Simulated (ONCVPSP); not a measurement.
scandium (Sc): excitation energies, all-electron against ONCV

ONCVPSP 4.0.1 input, shortened (lines: element, Z, core and valence counts, functional; n l f; lmax; l rc ep ncon nbas qcut; lloc lpopt rc5 dvloc0; l nproj debl; icmod fcfact rcfact), PBE, scalar-relativistic:

```
  Sc 21.00    3    3        4      upf
    1    0    2.00
    2    0    2.00
    2    1    6.00
    3    0    2.00
    3    1    6.00
    3    2    1.00
    2
    0    1.75    0.00    4    9    8.10
    1    1.65    0.00    5    9    8.50
    2    2.85    0.00    5    9    5.70
    4    5    1.40   -1.00
    0    2    2.10
    1    3    3.10
    2    1    1.20
    3    4.25    1.25
```

In the s channel the program set the typed energies aside and used -2.587, 0.250 Ha.

Energies are relative to the spin-unpolarised reference configuration 3s2 3p6 3d1; without spin polarisation the order of configurations can differ from experiment.

```
valence configuration  charge  ΔE all-electron (eV)  error AE − PS (meV)
      3s2 3p6 3d1 4s2       0               -19.665                  -12
          3s2 3p6 3d0      +3                24.870                 +441
          3s2 3p6 3d2      +1               -12.087                  +99
```

(1) What are ΔE and the potential's error for 3s2 3p6 3d1 4s1?

Levels in the configuration 3s2 3p6 3d1 4s2:

```
level  all-electron (eV)  pseudo (eV)
   3s            -55.039      -54.914
   3p            -33.625      -33.532
   3d             -3.233       -3.198
   4s             -4.183       -4.179
```

Results:

(1) ΔE = -12.768 eV all-electron; the error (AE − PS) is -5.3 meV.
